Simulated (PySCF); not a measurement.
Molfile (atoms numbered from 1):
```
C2H7BO2S
     RDKit          3D

 13 12  0  0  0  0  0  0  0  0999 V2000
   -1.7988    0.7836    0.0557 C   0  0  0  0  0  0  0  0  0  0  0  0
   -0.4619    0.3728    0.0067 O   0  0  0  0  0  0  0  0  0  0  0  0
   -0.1143   -0.9301   -0.2042 B   0  0  0  0  0  0  0  0  0  0  0  0
   -1.0020   -1.9470   -0.3815 O   0  0  0  0  0  0  0  0  0  0  0  0
    1.6480   -1.3633   -0.2575 S   0  0  0  0  0  0  0  0  0  0  0  0
    2.4131    0.2554    0.0412 C   0  0  0  0  0  0  0  0  0  0  0  0
   -2.3324    0.5790   -0.8911 H   0  0  0  0  0  0  0  0  0  0  0  0
   -2.3513    0.3021    0.8833 H   0  0  0  0  0  0  0  0  0  0  0  0
   -1.8247    1.8697    0.2227 H   0  0  0  0  0  0  0  0  0  0  0  0
   -1.9232   -1.6727   -0.3758 H   0  0  0  0  0  0  0  0  0  0  0  0
    2.1717    0.6283    1.0453 H   0  0  0  0  0  0  0  0  0  0  0  0
    3.4991    0.1164   -0.0410 H   0  0  0  0  0  0  0  0  0  0  0  0
    2.0837    0.9911   -0.7039 H   0  0  0  0  0  0  0  0  0  0  0  0
  1  2  1  0
  2  3  1  0
  3  4  1  0
  3  5  1  0
  5  6  1  0
  1  7  1  0
  1  8  1  0
  1  9  1  0
  4 10  1  0
  6 11  1  0
  6 12  1  0
  6 13  1  0
M  END
```

Geometry: PBE0-D3(BJ)/def2-SVP; GIAO shifts from PySCF 2.14, gas phase, non-relativistic, averaged over equivalent atoms.

At PBE0/6-31G (72 basis functions, 7.1 s wall time on 1 thread of an Arm Neoverse V1, shared host):
| atoms | δ (ppm) |
| --- | --- |
| C1 | 45.7 |
| C6 | 13.7 |
| O4 | 87.4 |
| O2 | 68.7 |
| B3 | 27.5 |
| S5 | -141.9 |
| H7/H8/H9 | 3.61 |
| H10 | 3.27 |
| H11/H12/H13 | 1.87 |

Shifts are taken against calculated references (same method and geometry level): TMS for 13C (199.54 ppm) and 1H (32.61 ppm); H2O for 17O (318.49 ppm); 11B (113.16 ppm) vs BF3·OEt2; CS2 for 33S (540.71 ppm).

Problem. Estimate the result of repeating the calculation with LC-wPBE/pcSseg-1.

Solution. 
```tsv
atoms	δ at LC-wPBE/pcSseg-1	change
C1	49.4	+3.7
C6	11.5	-2.2
O4	103.5	+16.1
O2	80.4	+11.7
B3	31.7	+4.2
S5	-149.9	-8.0
H7/H8/H9	3.54	-0.07
H10	3.63	+0.36
H11/H12/H13	1.67	-0.20
```

Referencing at the same level of theory: 13C (188.56 ppm), 1H (31.33 ppm) vs TMS; 17O (338.72 ppm) vs H2O; 11B (101.21 ppm) against BF3·OEt2; 33S (493.10 ppm) vs CS2.

The largest change is at O4 (oxygen bonded to B, H). Cost: 144 basis functions, 24 s wall time on 1 thread of an Arm Neoverse V1, shared host.

Experimental scales use liquid or dissolved standards, which lie at an offset from isolated H2O (liquid H2O: subtract about 36 ppm).
